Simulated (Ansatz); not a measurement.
Energy difference R1 → P1 + 4 P2, each structure at its B3LYP-D3(BJ)/def2-TZVP stationary point, reached from a drawn start (curvature not checked).
R1: CF4 (SMILES FC(F)(F)F), charge 0, multiplicity 1.
P1: C atom, charge 0, multiplicity 3.
P2: F atom, charge 0, multiplicity 2.

Quantity: the reaction energy.

P less R. No zero-point or thermal terms; singlets are restricted closed shells; open shells are unrestricted; no spin–orbit coupling.

Cores are frozen in the correlated methods. CBS: X⁻³ extrapolation of the correlation energy, Hartree–Fock from the larger set.

Run with Ansatz (a quantum-chemistry and plane-wave program). Each number belongs to the level named beside it.

Costs are ratios of core time to PBE/def2-TZVPP (roughly 3 s), for whole runs (searches for the state included, and forces where a run took them) on one shared machine, so rough; each difference counts from 20.712 eV (CCSD(T)/CBS(cc-pVTZ, cc-pVQZ), a level with limits of its own).

A star marks coupled-cluster runs past 200 virtual orbitals, where the program's memory plan changes under this machine's limit, so their costs aren't comparable with smaller runs.

```
level               basis functions  cost
------------------  ---------------  ----
SVWN5/def2-TZVPP                155  ×0.7
revPBE/def2-TZVPP               155  ×0.9
BLYP/def2-TZVPP                 155  ×0.9
B3LYP/def2-TZVPP                155    ×1
PBE/def2-TZVPP                  155    ×1
BHLYP/def2-TZVPP                155    ×1
B97M-V/def2-TZVPP               155    ×2
CCSD(T)/cc-pVDZ                  70    ×2
wB97X-V/def2-TZVPP              155    ×2
wB97M-V/def2-TZVPP              155    ×2
CCSD(T)/cc-pVTZ                 150    ×8
CCSD(T)/cc-pVQZ                 275  ×50*
```

### Question
What does the step from CCSD(T)/cc-pVDZ to CCSD(T)/cc-pVTZ cost and buy?

### Answer
70 to 150 functions, cost ×5 (rough); the difference goes from -1.943 to -0.611 eV.

Each difference (eV): SVWN5/def2-TZVPP 5.269; revPBE/def2-TZVPP -0.098; BLYP/def2-TZVPP 0.001; B3LYP/def2-TZVPP -0.387; PBE/def2-TZVPP 1.159; BHLYP/def2-TZVPP -1.756; B97M-V/def2-TZVPP -0.021; CCSD(T)/cc-pVDZ -1.943; wB97X-V/def2-TZVPP 0.095; wB97M-V/def2-TZVPP 0.111; CCSD(T)/cc-pVTZ -0.611; CCSD(T)/cc-pVQZ -0.254.
